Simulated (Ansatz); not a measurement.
Consider the ligand exchange at the Si–Te bond: `O[Si](F)(Cl)[TeH]` + NH₃ → `N[Si](O)(F)Cl` + H₂Te.

Calculated with Ansatz (gas phase, PBE0-D4/def2-TZVP geometries, no zero-point term in ΔE). CCSD(T)/CBS adds triple-zeta CCSD(T) − MP2 to the extrapolated MP2 energy (def2 sets, frozen cores). This one scheme is used for every species. Functionals use def2-TZVPP. B3LYP here is the variant with VWN-RPA as its local correlation; programs differ in this. def2 core potentials past Kr. For Te outer-core shells are correlated without core-valence functions, which leaves a few kJ/mol of doubt a bond. Each species was taken in one conformer, which may not be the lowest.

```json
{"level": "B3LYP-D4", "ΔE (kJ/mol)": "-22.3", "difference from CCSD(T)/CBS": "-2.7"}
{"level": "PBE-QIDH", "ΔE (kJ/mol)": "-22.2", "difference from CCSD(T)/CBS": "-2.6"}
{"level": "B3LYP", "ΔE (kJ/mol)": "-28.1", "difference from CCSD(T)/CBS": "-8.5"}
{"level": "r2SCAN0", "ΔE (kJ/mol)": "-25.4", "difference from CCSD(T)/CBS": "-5.8"}
{"level": "HF/def2-SVP", "ΔE (kJ/mol)": "-46.9", "difference from CCSD(T)/CBS": "-27.3"}
{"level": "MP2/def2-SVP", "ΔE (kJ/mol)": "-31.0", "difference from CCSD(T)/CBS": "-11.4"}
{"level": "SCS-MP2/def2-TZVPP", "ΔE (kJ/mol)": "-26.1", "difference from CCSD(T)/CBS": "-6.5"}
{"level": "SCS-MP2/def2-QZVPP", "ΔE (kJ/mol)": "-21.7", "difference from CCSD(T)/CBS": "-2.1"}
{"level": "MP2/CBS(def2)", "ΔE (kJ/mol)": "-11.7", "difference from CCSD(T)/CBS": "7.9"}
{"level": "CCSD/CBS(def2)", "ΔE (kJ/mol)": "-23.6", "difference from CCSD(T)/CBS": "-4.0"}
{"level": "CCSD(T)/CBS", "ΔE (kJ/mol)": "-19.6", "difference from CCSD(T)/CBS": "0"}
```

Largest T1 diagnostic among the species: 0.011.

From PBE to PBE0 (25 % exact exchange), in def2-TZVPP and without D4, ΔE moves by −6.6 kJ/mol. In def2-TZVPP, CCSD(T) changes the Hartree–Fock value by +16.6 kJ/mol (the triples alone add +4.1 kJ/mol) and MP2 by +24.4 kJ/mol.
